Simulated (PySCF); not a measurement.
**Stationary points of ZrOI₂**

Computed with PBE0/[Zr def2-SVP with ECP28, O def2-SVP, I def2-SVP with ECP28], scalar-relativistic core potentials, density fitting, no spin–orbit coupling, PySCF.

Relaxations began from a few typed shapes. The search is not exhaustive: other isomers or separated fragments can lie lower, and high-lying points may rest on an excited occupation.

| spin | group | bonds | angles | imaginary modes (cm⁻¹) | ΔE (kJ/mol) | ΔE with ZPE (kJ/mol) |
| --- | --- | --- | --- | --- | --- | --- |
| singlet | Cs | Zr–I 2.743 Å (×2), Zr–O 1.720 Å | I–Zr–I 125.0°, I–Zr–O 113.6° (×2) | none | 0.0 | 0.0 |
| singlet | C2v | Zr–I 2.748 Å (×2), Zr–O 1.720 Å | I–Zr–I 130.2°, I–Zr–O 114.9° (×2) | 31i | 0.4 | – |

The lowest minimum found is the singlet Cs: Zr–I 2.743 Å (×2), Zr–O 1.720 Å; I–Zr–I 125.0°, I–Zr–O 113.6° (×2).

Formally Zr is in oxidation state +4, d0. The polar-tensor charge on Zr, 1.98, is far below the formal one.
